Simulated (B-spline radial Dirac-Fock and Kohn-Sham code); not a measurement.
## The As-like isoelectronic sequence (33 electrons), Z = 33 to 42

These are calculated numbers from a B-spline atomic structure program; the model is multi-electron Dirac-Fock with separately optimised hole states, Breit and Lamb-shift corrections added in first order. Binding energies in eV, tabulated ground configurations ([Ar] 3d10 4s2 4p3 throughout). Electron correlation is not included.

```
 ion      2s  3p3/2  3d5/2     4s  outermost level  NIST ionisation energy
  As  1544.4  151.9  48.59  18.41        8.36 (4p)                 9.78855
 Se⁺  1679.6  184.1  73.66  31.84       19.52 (4p)           21.196 ± 0.01
Br²⁺  1823.1  220.1  102.6  47.66       33.10 (4p)          34.871 ± 0.019
Kr³⁺  1974.7  259.9  135.2  65.67       48.87 (4p)            50.85 ± 0.11
Rb⁴⁺  2134.4  303.1  171.2  85.76       66.71 (4p)            68.44 ± 0.15
Sr⁵⁺  2302.0  349.6  210.5  107.8       86.53 (4p)                  88 ± 2
Zr⁷⁺  2660.9  452.7  299.0  157.9       131.9 (4p)             133.7 ± 0.5
Nb⁸⁺       ?      ?      ?      ?                ?                       ?
Mo⁹⁺  3051.5  568.7  400.3  215.5       184.8 (4p)             186.3 ± 1.2
```

Q: Fill in the row of Nb⁸⁺.

A: 2s 2852.2, 3p3/2 509.1, 3d5/2 348.1, 4s 185.8, outermost 157.5 (4p), NIST 159.2 ± 0.7 eV.

NIST's values are for the lowest levels; a dash marks a value that is missing or belongs to another shell. Their kind here: measured, semi-empirical, theoretical. Where a p, d or f shell is open in either ion the computed value averages over both j values and all terms, while the table refers to the lowest levels; that difference holds spin-orbit splitting (largest in heavy or highly charged ions), term energies where several electrons share open shells, and correlation, and it can reach 10 % or more.
